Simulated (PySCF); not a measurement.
# `CO[C@@H]1C=NN([SiH3])C1`, C$_{4}$H$_{10}$N$_{2}$OSi

Geometry:
```json
{"atom": "C1", "x (Å)": "-2.790", "y (Å)": "0.308", "z (Å)": "0.389"}
{"atom": "O2", "x (Å)": "-1.779", "y (Å)": "-0.662", "z (Å)": "0.292"}
{"atom": "C3", "x (Å)": "-0.878", "y (Å)": "-0.449", "z (Å)": "-0.772"}
{"atom": "C4", "x (Å)": "-0.004", "y (Å)": "-1.671", "z (Å)": "-0.964"}
{"atom": "N5", "x (Å)": "1.236", "y (Å)": "-1.433", "z (Å)": "-0.829"}
{"atom": "N6", "x (Å)": "1.461", "y (Å)": "-0.134", "z (Å)": "-0.575"}
{"atom": "Si7", "x (Å)": "3.026", "y (Å)": "0.430", "z (Å)": "-0.096"}
{"atom": "C8", "x (Å)": "0.207", "y (Å)": "0.611", "z (Å)": "-0.484"}
{"atom": "H9", "x (Å)": "-3.425", "y (Å)": "0.005", "z (Å)": "1.219"}
{"atom": "H10", "x (Å)": "-2.381", "y (Å)": "1.306", "z (Å)": "0.588"}
{"atom": "H11", "x (Å)": "-3.386", "y (Å)": "0.350", "z (Å)": "-0.532"}
{"atom": "H12", "x (Å)": "-1.447", "y (Å)": "-0.218", "z (Å)": "-1.689"}
{"atom": "H13", "x (Å)": "-0.379", "y (Å)": "-2.652", "z (Å)": "-1.174"}
{"atom": "H14", "x (Å)": "3.942", "y (Å)": "-0.593", "z (Å)": "-0.570"}
{"atom": "H15", "x (Å)": "3.190", "y (Å)": "1.735", "z (Å)": "-0.748"}
{"atom": "H16", "x (Å)": "3.100", "y (Å)": "0.624", "z (Å)": "1.358"}
{"atom": "H17", "x (Å)": "0.087", "y (Å)": "1.022", "z (Å)": "0.521"}
{"atom": "H18", "x (Å)": "0.212", "y (Å)": "1.428", "z (Å)": "-1.209"}
```

Computed with GIAO B97-2/pcSseg-1 magnetisability, rotational g tensor and spin-rotation constants, non-relativistic, gas phase in PySCF. Geometry: GFN2-xTB.

(1) What are the magnetisability and the molar susceptibility?

(2) Split it along the inertial axes a, b, c into diamagnetic and paramagnetic parts about the centre of mass, with the quadrupole moment.

(3) And the rotational g tensor?

Answers

(1) Isotropic -1200 × 10⁻³⁰ J/T², or -72.3 × 10⁻⁶ cm³/mol; principal values -1302, -1205, -1093 × 10⁻³⁰ J/T², anisotropy 181 × 10⁻³⁰ J/T² (root of half the summed squared differences of the principal values). The susceptibility is in cgs units.

(2) 
```tsv
axis	χ (10⁻⁶ cm³/mol)	diamagnetic (10⁻⁶ cm³/mol)	paramagnetic (10⁻⁶ cm³/mol)	summed x² of all electrons (Å²)	quadrupole Θ (D Å)
a	-71.8	-419.1	347.2	301.3	+5.05
b	-68.0	-1391.7	1323.7	72.1	-1.67
c	-77.0	-1584.2	1507.2	26.7	-3.38
```
Anisotropies 2χaa − χbb − χcc = +1.4 and 2χbb − χaa − χcc = +12.8 × 10⁻⁶ cm³/mol. Θ is traceless in Buckingham's convention.

(3) 
| axis | rotational constant (GHz) | g | nuclear part | electronic part |
| --- | --- | --- | --- | --- |
| a | 4.1644 | -0.0580 | 0.6214 | -0.6794 |
| b | 0.9471 | -0.0131 | 0.5758 | -0.5890 |
| c | 0.8231 | -0.0075 | 0.5753 | -0.5828 |

Asymmetric top; isotopes 12C, 1H, 14N, 16O, 28Si; no vibrational averaging.
